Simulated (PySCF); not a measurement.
This PySCF input asks for the NMR shieldings of `C[Si](C)(C)C`, C4H12Si; the geometry comes from PBE0-D3(BJ)/def2-SVP.

```python
import basis_set_exchange as bse
import numpy as np
from pyscf import gto, dft
from pyscf.prop import nmr

atoms = """
C    -0.179095   -1.240309   -1.408620
Si   -0.000872    0.000226   -0.001321
C    -0.054572    1.750508   -0.696961
C    -1.413246   -0.230684    1.224781
C     1.643636   -0.275078    0.876139
H    -1.133765   -1.101135   -1.940843
H    -0.151924   -2.275440   -1.032263
H     0.634467   -1.127982   -2.143047
H     0.042513    2.499851    0.104915
H    -1.005052    1.940457   -1.220931
H     0.764164    1.918485   -1.414862
H    -2.390278   -0.073420    0.740439
H    -1.408490   -1.246897    1.650468
H    -1.333099    0.483850    2.059684
H     1.706049   -1.292297    1.294734
H     2.489799   -0.144479    0.182616
H     1.775754    0.438393    1.705253
"""
names = dict.fromkeys(["C", "Si", "H"], "cc-pVDZ")
basis = {el: gto.basis.parse(bse.get_basis(n, elements=[el], fmt="nwchem")) for el, n in names.items()}
mol = gto.M(atom=atoms, basis=basis, charge=0, verbose=0)
mf = dft.RKS(mol, xc="PBE0")
mf.grids.level = 2
mf.grids.alignment = dft.numint.BLKSIZE   # the property module wants whole blocks of grid points
mf.conv_tol = 1e-9
mf.kernel()

calc = nmr.RKS(mf)   # GIAO
C = mf.mo_coeff
Co = C[:, mf.mo_occ > 0]
resp = mf.gen_response(singlet=True, hermi=2)
def vind(x):   # induced exchange potential for any number of trial vectors
    d = np.einsum("pi,xij,qj->xpq", C, 2 * x.reshape(-1, C.shape[1], Co.shape[1]), Co, optimize=True)
    return np.einsum("xpq,pi,qj->xij", resp(d - d.transpose(0, 2, 1)), C, Co, optimize=True).ravel()
mo1, _ = nmr.rhf.solve_mo1(calc, with_cphf=vind)
sigma = calc.kernel(mo1)
for i, s in enumerate(sigma):   # ppm
    w = np.linalg.eigvalsh((s + s.T) / 2)
    print("%2d %-2s iso %8.1f  s11 %8.1f  s22 %8.1f  s33 %8.1f" % (i, mol.atom_pure_symbol(i), w.mean(), *w))
```

**Question.** Give the expected output.

**Answer.** 
```
 0 C  iso    196.8  s11    194.6  s22    194.7  s33    201.0
 1 Si iso    418.6  s11    418.5  s22    418.6  s33    418.7
 2 C  iso    196.7  s11    194.6  s22    194.6  s33    201.0
 3 C  iso    196.7  s11    194.6  s22    194.7  s33    201.0
 4 C  iso    196.8  s11    194.6  s22    194.7  s33    201.0
 5 H  iso     31.3  s11     27.4  s22     28.7  s33     37.8
 6 H  iso     31.3  s11     27.4  s22     28.7  s33     37.8
 7 H  iso     31.3  s11     27.4  s22     28.7  s33     37.8
 8 H  iso     31.3  s11     27.4  s22     28.7  s33     37.8
 9 H  iso     31.3  s11     27.4  s22     28.7  s33     37.8
10 H  iso     31.3  s11     27.4  s22     28.7  s33     37.8
11 H  iso     31.3  s11     27.4  s22     28.7  s33     37.8
12 H  iso     31.3  s11     27.4  s22     28.7  s33     37.8
13 H  iso     31.3  s11     27.4  s22     28.7  s33     37.8
14 H  iso     31.3  s11     27.4  s22     28.7  s33     37.8
15 H  iso     31.3  s11     27.4  s22     28.7  s33     37.8
16 H  iso     31.3  s11     27.4  s22     28.7  s33     37.8
```

These numbers come from an equivalent density-fitted implementation of the same equations, which agrees with the script to about 0.01 ppm for H and up to a few tenths of a ppm for heavy atoms, so last digits may differ.

Size and cost of the density-fitted run: 134 basis functions, about 9 core-seconds.
